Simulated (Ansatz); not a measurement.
SnGe3⁺. Total charge 1; doublet. Geometry PBE-D4/def2-SVP; atoms count from 1.

```tsv
atom	x (Å)	y (Å)	z (Å)
Ge1	-0.633	-0.645	-1.170
Ge2	0.595	0.525	1.247
Ge3	-0.549	-1.614	1.060
Sn4	0.587	1.735	-1.138
```

In the def2 sets Sn takes a core potential; there is no spin–orbit coupling. The structure comes from a short search, and lower isomers may exist.

Estimate the Mulliken populations from the PBE0/def2-TZVP orbitals of Ansatz.


```json
{"atom": "Ge1", "charge (e)": "0.13", "spin (α − β)": "0.10"}
{"atom": "Ge2", "charge (e)": "0.13", "spin (α − β)": "0.10"}
{"atom": "Ge3", "charge (e)": "0.27", "spin (α − β)": "0.40"}
{"atom": "Sn4", "charge (e)": "0.47", "spin (α − β)": "0.41"}
```
Mulliken values and Mayer orders depend strongly on the basis.

Where does the spin sit?

Summed by element: Ge 0.59, Sn 0.41, of 1 unpaired in all. Largest on single atoms: Sn4 0.41, Ge3 0.40, Ge1 0.10.

And the Mayer bond orders between bonded heavy atoms (over 0.3)?

Ge1–Ge3 1.02 (2.43 Å); Ge1–Sn4 0.91 (2.67 Å); Ge2–Ge3 1.02 (2.43 Å); Ge2–Sn4 0.91 (2.67 Å). Values over 0.3 also appear between atoms too far apart for a bond (Ge1–Ge2 0.88 at 2.95 Å; Ge3–Sn4 0.51 at 4.16 Å); they arise where an orbital or an unpaired electron spreads over both atoms.
